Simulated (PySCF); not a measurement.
Numbering as in the mapped SMILES `[CH3:1][S:2][c:3]1[cH:4][p:5][cH:6][c:7]([S:8][CH3:9])[n:10]1`. Each H is labelled by its parent atom.

Computed data (PySCF 2.14): PBE0-D3(BJ)/def2-SVP structure, GIAO PBE0/pcSseg-1 shieldings. A single conformation, in vacuum, no relativistic terms, one averaged value for each set of equivalent atoms.

Shifts are taken against calculated references (same method and geometry level): ¹³C (σref 184.41) and ¹H (σref 31.27) against TMS; ³³S (σref 495.66) against CS2; ³¹P (σref 310.13) vs H3PO4; ¹⁵N (σref 265.67) against NH3.

| atoms | nucleus | count | δ (ppm) |
| --- | --- | --- | --- |
| P5 | ³¹P | 1 | 245.0 |
| C4/C6 | ¹³C | 2 | ? |
| S2/S8 | ³³S | 2 | ? |
| H(C4)/H(C6) | ¹H | 2 | 7.92 |
| N10 | ¹⁵N | 1 | 316.9 |
| C1/C9 | ¹³C | 2 | 17.8 |
| H(C1)/H(C9) | ¹H | 6 | 2.39 |
| C3/C7 | ¹³C | 2 | 170.6 |

Question: Estimate the values marked ?.

Answer: 
- C4/C6: 142.1 ppm, ring CH next to a ring phosphorus
- S2/S8: 60 ppm, sulfide sulfur

Shifts are as computed. Against solution values, carbons near 30 ppm lie about +2 ppm off and those near 130 ppm about +5 ppm; carbons on S a further +3 ppm (rms about the fit 1.9 ppm; single classes can miss by 10 ppm). Of 1328 compounds with measured shifts, 309 miss one by over three times the rms of a fit or turn the order of signals round; such compounds aren't used in these exercises. Signals without a measured value on file couldn't be tested in this way; 1H shifts scatter by 0.2 ppm about their fit, and single ones miss by 0.5 ppm. Experimental scales use liquid or dissolved standards, which lie at an offset from isolated NH3 (liquid NH3: subtract about 20 ppm) and H3PO4. Unscaled 15N shifts of sp2 nitrogen often come out too high even then, by a few to some tens of ppm.
